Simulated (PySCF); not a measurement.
Species: C2H10BrNSi2.
Numbering: `[CH3:1][N:2]([CH3:3])[SiH2:4][SiH2:5][Br:6]` (hydrogens: H7, H8, H9 on C1; H10, H11, H12 on C3; H13, H14 on Si4; H15, H16 on Si5)

Level of theory: PBE0-D3(BJ)/def2-SVP geometry optimisation, gas phase (PySCF).

Problem. What internal coordinates does the optimisation give?

Solution. 
```json
{"bond": "C1–N2, N2–C3", "length (pm)": "144.2"}
{"bond": "N2–Si4", "length (pm)": "173.8"}
{"bond": "Si4–Si5", "length (pm)": "234.7"}
{"bond": "Si5–Br6", "length (pm)": "223.9"}
{"bond": "C1–H7 and 5 like bonds", "length (pm)": "110.5"}
{"bond": "Si4–H13", "length (pm)": "150.5"}
{"bond": "Si4–H14", "length (pm)": "149.4"}
{"bond": "Si5–H15, Si5–H16", "length (pm)": "149.4"}
```

Bonds in one row agree within 1 pm and their mean is given. A selection of angles:
```json
{"angle": "N2–C1–H7", "degrees": "113.1"}
{"angle": "N2–C1–H8", "degrees": "111.1"}
{"angle": "H7–C1–H8", "degrees": "107.1"}
{"angle": "C1–N2–C3", "degrees": "114.0"}
{"angle": "C1–N2–Si4", "degrees": "121.8"}
{"angle": "N2–Si4–Si5", "degrees": "109.5"}
{"angle": "N2–Si4–H13", "degrees": "116.1"}
{"angle": "N2–Si4–H14", "degrees": "107.9"}
{"angle": "Si5–Si4–H13", "degrees": "107.2"}
{"angle": "Si5–Si4–H14", "degrees": "108.7"}
{"angle": "H13–Si4–H14", "degrees": "107.3"}
{"angle": "Si4–Si5–Br6", "degrees": "106.3"}
{"angle": "Si4–Si5–H15", "degrees": "112.2"}
{"angle": "Si4–Si5–H16", "degrees": "114.2"}
{"angle": "Br6–Si5–H15", "degrees": "108.1"}
{"angle": "H15–Si5–H16", "degrees": "108.4"}
```

Torsions: C1–N2–Si4–Si5 44° (synclinal); N2–Si4–Si5–Br6 172° (antiperiplanar). The mirror-image conformer, all signs reversed, is as good.

Si5 (SiH2 silicon) is distorted tetrahedral (angles from 106.3° to 114.2°). N2 (silicon-bound nitrogen) is almost planar (angles 121.8°, 121.0° and 114.0°, sum 356.9°, 0.16 Å off the plane of its three neighbours). Si4 (SiH2 silicon) is distorted tetrahedral (angles from 107.2° to 116.1°). Of the pairs four or more bonds apart, Si5···H8 is among the closest relative to their van der Waals radii: 2.96 Å, 90 % of the sum of Bondi's values.

Point group: C1 (no symmetry element, even within 0.4 Å). No frequency check. The numbers are those of one conformer.
